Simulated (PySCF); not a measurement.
C₃H₇NOSi.
Bonds: O1–C2 (double), C2–C3, C3–C4, C4–N5, N5–Si6, C2–Si6. Hydrogens: H7, H8 on C3; H9, H10 on C4; H11 on N5; H12, H13 on Si6.

Method: PySCF, PBE0-D3(BJ)/def2-SVP geometry optimisation, gas phase; density fitting, grid level 1; the optimiser is geomeTRIC in internal coordinates, started from a GFN2-xTB structure with every atom displaced at random (about 0.01 Å).

Step 2: E = -14621.4219 eV
```
atom  x, y, z in Å  |  force x, y, z in eV/Å
O1     -0.1209   -2.5685   -0.2068   -0.226   0.105   0.130
C2     -0.0406   -1.3939    0.0519    0.249   0.174  -0.006
C3     -1.2061   -0.4195    0.2030   -0.142  -0.283  -0.173
C4     -0.7786    0.9469   -0.3337    0.117  -0.009   0.052
N5      0.6268    1.1351    0.0081   -0.053   0.066  -0.016
Si6     1.5634   -0.3074    0.1866    0.086  -0.085  -0.079
H7     -1.4259   -0.3427    1.2835    0.051  -0.039   0.005
H8     -2.0948   -0.8343   -0.2981   -0.026   0.068   0.042
H9     -1.3887    1.7488    0.1140   -0.043  -0.023  -0.007
H10    -0.9573    0.9827   -1.4268    0.003   0.002   0.001
H11     0.9900    2.0678   -0.1376   -0.004   0.004   0.018
H12     2.3265   -0.3863    1.4697   -0.023  -0.018   0.025
H13     2.5119   -0.6476   -0.9219    0.010   0.038   0.008
```

Step 3: E = -14621.4325 eV
```
atom  x, y, z in Å  |  force x, y, z in eV/Å
O1     -0.1495   -2.5694   -0.1664    0.025   0.050   0.050
C2     -0.0387   -1.3872    0.0431   -0.030  -0.155   0.058
C3     -1.2097   -0.4258    0.1903    0.216   0.108  -0.042
C4     -0.7759    0.9435   -0.3364   -0.042   0.070   0.091
N5      0.6279    1.1318    0.0065   -0.012  -0.023  -0.005
Si6     1.5738   -0.3094    0.1725   -0.069   0.027  -0.037
H7     -1.4150   -0.3521    1.2736    0.021  -0.023   0.021
H8     -2.1039   -0.8318   -0.2966   -0.095  -0.035  -0.072
H9     -1.3915    1.7377    0.1196    0.007   0.001  -0.032
H10    -0.9527    0.9938   -1.4280   -0.021  -0.020  -0.039
H11     0.9870    2.0673   -0.1245    0.003   0.039   0.012
H12     2.3189   -0.3855    1.4668   -0.005  -0.054  -0.002
H13     2.5352   -0.6319   -0.9287    0.002   0.015  -0.004
```

Step 4: E = -14621.4364 eV
```
atom  x, y, z in Å  |  force x, y, z in eV/Å
O1     -0.1493   -2.5757   -0.1386    0.016  -0.003   0.047
C2     -0.0378   -1.3906    0.0494   -0.007  -0.062  -0.021
C3     -1.2056   -0.4255    0.1839    0.089   0.092  -0.008
C4     -0.7752    0.9469   -0.3373   -0.031   0.012   0.033
N5      0.6268    1.1356    0.0096    0.017  -0.030  -0.001
Si6     1.5712   -0.3093    0.1657   -0.038   0.051   0.004
H7     -1.4092   -0.3543    1.2681   -0.011  -0.015   0.014
H8     -2.1020   -0.8303   -0.3046   -0.039  -0.019  -0.031
H9     -1.3952    1.7383    0.1167    0.008   0.002  -0.014
H10    -0.9507    0.9972   -1.4300   -0.008  -0.011  -0.018
H11     0.9852    2.0732   -0.1135    0.001   0.007   0.011
H12     2.3145   -0.4012    1.4602    0.005  -0.034  -0.007
H13     2.5331   -0.6233   -0.9374   -0.002   0.010  -0.009
```

Q: Estimate the geometry and energy of step 5. (The exact step hangs on the optimiser's Hessian estimate; all steps are aligned on step 4, rigid shifts and turns removed.)

A: E = -14621.4390 eV, largest force 0.060 eV/Å
```
atom  x, y, z in Å  |  force x, y, z in eV/Å
O1     -0.1484   -2.5841   -0.0909    0.005  -0.016   0.028
C2     -0.0366   -1.3937    0.0570    0.008   0.006  -0.060
C3     -1.2026   -0.4242    0.1747   -0.028   0.035   0.038
C4     -0.7738    0.9501   -0.3392   -0.020  -0.027  -0.031
N5      0.6255    1.1391    0.0166    0.026  -0.016   0.008
Si6     1.5694   -0.3078    0.1557   -0.005   0.031   0.028
H7     -1.4099   -0.3570    1.2593   -0.029  -0.007  -0.009
H8     -2.0999   -0.8282   -0.3176    0.020  -0.002   0.003
H9     -1.3996    1.7387    0.1107    0.010   0.007   0.004
H10    -0.9441    1.0008   -1.4338    0.006   0.001   0.007
H11     0.9829    2.0789   -0.0933    0.001  -0.007   0.006
H12     2.3144   -0.4263    1.4471    0.014  -0.002  -0.011
H13     2.5286   -0.6052   -0.9543   -0.006  -0.001  -0.011
```

The energy changes by -0.0026 eV. The first-order estimate −F·Δx gives -0.0045 eV and the mean of the old and new forces, exact on a quadratic surface, -0.0027 eV. The step makes an angle of 71° with the force vector and moves no atom by more than 0.048 Å.

The cost below is that of the whole optimisation. Hardware: an Arm Neoverse N1 with one thread, no GPU (shared host). Cost: 87 s, 0.53 GiB resident at most.
